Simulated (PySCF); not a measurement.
Vertical excitations of a molecule CH6OSi2 from PySCF with TDA-PBE/def2-SVPD, as energy in eV (oscillator strength): 3.08 (0.007), 4.84 (0.012), 5.12 (0.050), 5.15 (0.015), 5.52 (0.002), 5.59 (0.002), 5.74 (0.087), 5.91 (0.141), 6.01 (0.003), 6.17 (0.023). Lowest triplet (TDA): 2.38 eV. Geometry: B3LYP-D3(BJ)/def2-SVP. The values are those of a single conformer.

Problem. Which structure fits?
A) C1O[SiH2][SiH2]1
B) O=C([SiH3])[SiH3]
C) O=C[SiH2][SiH3]
D) C1[SiH2]O[SiH2]1

Solution. C, O=C[SiH2][SiH3]
